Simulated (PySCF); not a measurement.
Geometry (Å), atoms numbered from 1 in this order:
```xyz
13

F     0.610   -1.811   -1.062
C     0.623   -1.061    0.110
C     1.212    0.319   -0.193
C     0.113    1.302   -0.507
C    -1.156    0.995   -0.190
Si   -1.200   -0.697    0.594
H     1.231   -1.607    0.849
H     1.930    0.223   -1.025
H     1.795    0.687    0.670
H     0.390    2.265   -0.955
H    -1.972    1.700   -0.373
H    -1.419   -0.652    2.075
H    -2.151   -1.680   -0.001
```

Geometry: PBE0-D3(BJ)/def2-SVP; GIAO shifts from PySCF, gas phase, non-relativistic, averaged over equivalent atoms.

At PBE0/pcSseg-0 (72 basis functions, 8.9 s wall time on 1 thread of an Arm Neoverse N1, shared host):
| atoms | δ (ppm) |
| --- | --- |
| F1 | -247.7 |
| C4 | 165.4 |
| C5 | 132.7 |
| C2 | 88.0 |
| C3 | 48.1 |
| Si6 | -37.8 |
| H10 | 6.85 |
| H11 | 6.01 |
| H12 | 5.16 |
| H13 | 5.07 |
| H7 | 4.89 |
| H8 | 2.91 |
| H9 | 2.60 |

Shifts are taken against calculated references (same method and geometry level): ¹⁹F (178.37 ppm) against CFCl3; TMS for ¹³C (193.52 ppm) and ²⁹Si (348.52 ppm) and ¹H (32.83 ppm).

Predict the values at PBE0/6-311+G(2d,p) on the same geometry.

Answers


```tsv
atoms	δ at PBE0/6-311+G(2d,p)	change
F1	-234.5	+13.2
C4	160.3	-5.1
C5	127.9	-4.8
C2	85.2	-2.8
C3	45.5	-2.6
Si6	-26.9	+10.9
H10	7.22	+0.37
H11	6.19	+0.18
H12	4.85	-0.31
H13	4.88	-0.19
H7	5.03	+0.14
H8	2.98	+0.07
H9	2.75	+0.15
```

Chemical shifts δ = σref − σ; ¹⁹F (174.75 ppm) against CFCl3; ¹³C (186.44 ppm) and ²⁹Si (344.43 ppm) and ¹H (31.51 ppm) against TMS, all at this level.

The largest change is at F1 (fluorine on an sp3 carbon). Cost: 212 basis functions, 38 s wall time on 1 thread of an Arm Neoverse N1, shared host. The order of the carbon signals is the same at both levels.

Unscaled 19F shifts against computed CFCl3 carry errors that often reach 10 to 50 ppm.
